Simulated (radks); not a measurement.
Initial-state core-level shifts of neutral chlorine when its valence configuration changes from [Ne] 3s2 3p5. All-electron calculation, scalar-relativistic Kohn-Sham, PBE, spin-polarised, spherical densities, finite nucleus; open shells are filled with parallel spins first; Fermi nuclear charge, rms radius 3.3654 fm. Program: a radial shooting solver on a logarithmic mesh with Libxc functionals. Shifts are changes of the shell-averaged eigenvalues in eV (positive: less bound); the change of the density at the nucleus, which sets a Mossbauer isomer shift, is in e/bohr^3, on a base of 3605.

valence          1s      2s      2p  density at nucleus
3s1 3p6      -1.418  -1.400  -1.383            -12.8636
3s1.5 3p5.5  -0.712  -0.703  -0.694             -6.4118
